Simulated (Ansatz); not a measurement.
One change: `O[SiH2][SiH2]O` becomes `O[SiH2][SiH2]F`.

Ansatz, PBE0-D4/def2-TZVP geometries, multiplicity 1. Each molecule was computed in one conformer, which needn't be the lowest.

```csv
property,`O[SiH2][SiH2]O`
HOMO–LUMO gap (B3LYP/def2-TZVPP) / eV,6.66
LUMO energy (PBE0/def2-TZVPP) / eV,-0.86
HOMO energy (B3LYP/def2-TZVPP) / eV,-7.74
HOMO energy (PBE/def2-TZVPP) / eV,-6.72
LUMO energy (B3LYP/def2-TZVPP) / eV,-1.08
size of the dipole moment (B3LYP/def2-TZVPP) / D,2.55
```

(1) What does the change do to each property? (Estimate.)

## Answers

(1) The calculation gave: 
```json
{"property": "HOMO–LUMO gap (B3LYP/def2-TZVPP) / eV", "`O[SiH2][SiH2]F`": "6.78", "shift": "0.12"}
{"property": "LUMO energy (PBE0/def2-TZVPP) / eV", "`O[SiH2][SiH2]F`": "-1.01", "shift": "-0.15"}
{"property": "HOMO energy (B3LYP/def2-TZVPP) / eV", "`O[SiH2][SiH2]F`": "-8.00", "shift": "-0.26"}
{"property": "HOMO energy (PBE/def2-TZVPP) / eV", "`O[SiH2][SiH2]F`": "-6.96", "shift": "-0.24"}
{"property": "LUMO energy (B3LYP/def2-TZVPP) / eV", "`O[SiH2][SiH2]F`": "-1.21", "shift": "-0.13"}
{"property": "size of the dipole moment (B3LYP/def2-TZVPP) / D", "`O[SiH2][SiH2]F`": "2.15", "shift": "-0.40"}
```

With PBE0 the HOMO falls by 0.26 eV and the LUMO falls by 0.15 eV, so the gap widens by about 0.11 eV. PBE moves the HOMO by -0.24 eV and ωB97M-V by -0.25 eV. Dipoles are sizes alone; their direction can turn.

B3LYP here is the variant with VWN-RPA as its local correlation; programs differ in this.
